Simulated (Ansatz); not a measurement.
## Ligand exchange: CH3Cl + GeH(CH3)Cl2 → Cl2 + GeH(CH3)2Cl

Species: CH3Cl (chloromethane) `CCl`, singlet; GeH(CH3)Cl2, singlet; Cl2 (chlorine), singlet; GeH(CH3)2Cl, singlet. The partners trade CH3 for Cl: Cl–CH3 and Ge–Cl bonds give way to Cl–Cl and Ge–CH3.

Shapes, held fixed at every level: PBE0-D4/def2-TZVP. Programs: Ansatz 0.2.0. The zero-point and thermal change to 298 K, harmonic and unscaled (PBE0-D4/def2-TZVP), is -3.2 kJ/mol.

(1) Estimate ΔH(298 K) of this reaction.

Results:

(1) The highest level, CCSD(T)/def2-TZVPP, gives ΔH(298 K) = +186.1 kJ/mol; the levels span +181.8 to +201.3. The column of differences is taken from that level and isn't an error. No measured value is set beside it here. Relativity is left out for Ge unless named. Correlated rows may include outer-core shells of Ge, which these sets cover unevenly.

| level | kind | ΔH(298 K) (kJ/mol) | less CCSD(T)/def2-TZVPP |
| --- | --- | --- | --- |
| r2SCAN-D4/def2-TZVPP | meta-GGA | +188.9 | +2.8 |
| B3LYP-D4/def2-TZVPP | global hybrid | +181.8 | -4.3 |
| PBE0-D4/def2-TZVPP | global hybrid | +185.0 | -1.1 |
| MP2/def2-TZVPP | perturbation theory | +195.5 | +9.4 |
| CCSD(T)/def2-SVP | coupled cluster or CI | +199.5 | +13.4 |
| CCSD/def2-SVP | coupled cluster or CI | +201.3 | +15.2 |
| CCSD(T)/def2-TZVPP | coupled cluster or CI | +186.1 | 0.0 |
